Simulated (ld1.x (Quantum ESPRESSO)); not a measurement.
phosphorus: one change to a PAW potential, before and after

- Element: P
- Generator: ld1.x (Quantum ESPRESSO) 7.5
- Type: PAW
- Functional: revPBE
- Relativity: scalar-relativistic
- Frozen core: [Ne]
- Valence charge: 5
- Reference configuration: 3s2 3p3
- Partial waves: 3s (bound): rcut 1.15, rcutus 1.40 bohr; 3s channel at -0.25 Ry: rcut 1.15, rcutus 1.40 bohr; 3p (bound): rcut 1.70, rcutus 2.05 bohr; 3p channel at 0.35 Ry: rcut 1.70, rcutus 2.05 bohr; 3d channel at 0.45 Ry: rcut 1.45, rcutus 1.60 bohr; 3d channel at 2.2 Ry: rcut 1.45, rcutus 1.60 bohr
- Local potential: all-electron potential smoothed inside 1.70 bohr (lloc = -1)
- Core correction: Bessel-smoothed model core inside 1.35 bohr
- Augmentation charge: PSQ, inside the norm-conserving radii

All-electron outer shells of the reference configuration (revPBE, scalar-relativistic, ld1.x):

```
shell  level (eV)  outermost node (bohr)  outermost maximum (bohr)
   2s     -174.10                   0.14                      0.42
   2p     -124.45                      –                      0.36
   3s      -13.94                   0.65                      1.58
   3p       -5.48                   0.64                      1.83
```

Change: all radii but the core radius scaled by about 1.40 (s 1.96, p 2.86, d 2.24 bohr, rcut 1.60/2.38/2.02); local potential all-electron potential smoothed inside 2.38 bohr (lloc = -1).

Cutoffs: the cutoffs (Ry, on a coarse ladder) from which the occupation-weighted sum of valence levels, in a spherical-Bessel basis at the reference potential, stays within 10 and 1 mRy of its value at 400 Ry; they do not see the model core or the augmentation charge, which bear on the density cutoff. Errors are all-electron minus pseudo energies relative to the spin-unpolarised reference configuration.

Question: Predict the effect on cutoff, ghosts and configuration errors.

Answer: The potential gets softer (18 Ry and 25 Ry → 8 Ry and 10 Ry); of the 7 tests that both files solve, the error grows in 0 and shrinks in 1 by more than 15 % and 0.3 meV (median size 2.0 → 0.9 meV); neither file shows a bound ghost. A larger radius leaves more room for a smooth pseudo-wave, so fewer plane waves are needed.

```tsv
quantity	base	changed
cutoff, loose	18 Ry	8 Ry
cutoff, tight	25 Ry	10 Ry
loose cutoff by channel (10 mRy a level)	s 15 Ry, p 10 Ry	s 6 Ry, p 6 Ry
bound ghosts	none	none
error for 3s2 3p2, meV [ΔE 9.71 eV]	-1.2	-0.9
error for 3s2 3p1, meV [ΔE 28.83 eV]	-8.5	-7.6
error for 3s2 3p0, meV [ΔE 58.53 eV]	-37	-36
error for 3s1 3p3, meV [ΔE 18.82 eV]	-2.0	+0.1
error for 3s2 3p3.3, meV [ΔE -1.30 eV]	+0.1	+0.1
error for 3s1 3p0, meV [ΔE 110.43 eV]	-129	-117
error for 3s2 3p2.5, meV [ΔE 3.76 eV]	-0.3	-0.3
lowest overlap eigenvalue by channel	s 0.52, p 0.83, d 0.97	s 0.44, p 0.27, d 0.84
```
